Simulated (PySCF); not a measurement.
Gas-phase reaction: 2 ZrCl2(OH)2 + O2 + 2 HCl → 2 ZrCl3OH + 2 H2O2

Energies from PySCF, thermal terms from the rigid-rotor harmonic-oscillator model, ideal gas at 1 bar. † marks an energy on the PBE0/def2-TZVP geometry and frequencies; other levels use their own. MP2 and CCSD(T) freeze the core. Open shells (unrestricted): O2 (multiplicity 3); the rest are closed-shell singlets. B3LYP is the form with VWN-RPA correlation. Zr: scalar-relativistic def2 core potential, no spin-orbit coupling. ZrCl2(OH)2, ZrCl3OH: computed as isolated molecules; such fragments, hydroxides, amides, oligomers or adducts are transient or little studied in the gas. MP2 isn't extrapolated to the basis-set limit. CCSD(T) isn't extrapolated to the basis-set limit.

```tsv
level	ΔH°(298 K), kJ
B3LYP/def2-TZVP†	197
BLYP/def2-TZVP†	?
CCSD(T)/def2-SVP†	220
MP2/def2-TZVPP†	?
PBE0/def2-SVP†	?
PBE0/def2-TZVP	186
LDA/def2-TZVP†	139
```

What belongs in the gaps?


- BLYP/def2-TZVP†, ΔH°(298 K), kJ: 193
- MP2/def2-TZVPP†, ΔH°(298 K), kJ: 191
- PBE0/def2-SVP†, ΔH°(298 K), kJ: 198
